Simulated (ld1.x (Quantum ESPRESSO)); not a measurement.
Which change was made? (Tl, TM)

```
Element                 : thallium (Tl)
Generator               : ld1.x (Quantum ESPRESSO) 7.5
Type                    : norm-conserving Troullier–Martins (Kleinman–Bylander form)
Functional              : PBE
Relativity              : scalar-relativistic
Frozen core             : [Xe] 4f14 5d10
Valence charge          : 3
Reference configuration : 6s2 6p1
Partial waves           : 6p (bound): rc 2.85 bohr; 6s (bound): rc 2.20 bohr
Local potential         : the s channel
Core correction         : none
```

Cutoffs, loose and tight: the cutoffs (Ry, on a coarse ladder) from which the occupation-weighted sum of valence levels, in a spherical-Bessel basis at the reference potential, stays within 10 and 1 mRy of its value at 400 Ry. They do not see the model core or the augmentation charge, which bear on the density cutoff. Test errors are all-electron minus pseudo excitation energies from the reference, over the configurations 6s2 6p0; 6s1 6p0; 6s2 6p0.5; 6s2 6p1.3; 6s1 6p1; 6s1 6p2; 6s0 6p3; variants that change the core or the reference have their own tests. The largest error is taken over the tests solved by every variant that gives reliable tests at all, those not shown here included: 6s1 6p0; 6s2 6p0; 6s2 6p1.3.

The base gives: outcome: generated; cutoff, loose: 18 Ry; cutoff, tight: 30 Ry; bound ghosts: none; largest test error (meV): +105.

(1) After one change the result is: outcome: generated; cutoff, loose: 8 Ry; cutoff, tight: 18 Ry; bound ghosts: none; largest test error (meV): +67. Which change was it?
A. all radii scaled by about 1.33 (s 2.92, p 3.78 bohr)
B. local potential all-electron potential smoothed inside 1.70 bohr (lloc = -1)
C. wave 6s (bound): rc 2.20 bohr becomes 6s (bound): rc 3.30 bohr

Results:

(1) A. The others give: wave 6s (bound): rc 2.20 bohr becomes 6s (bound): rc 3.30 bohr → outcome: generated; cutoff, loose: 8 Ry; cutoff, tight: 15 Ry; bound ghosts: none; largest test error (meV): +78 | local potential all-electron potential smoothed inside 1.70 bohr (lloc = -1) → outcome: generated; cutoff, loose: 18 Ry; cutoff, tight: 30 Ry; bound ghosts: s, d, p; largest test error (meV): +101.
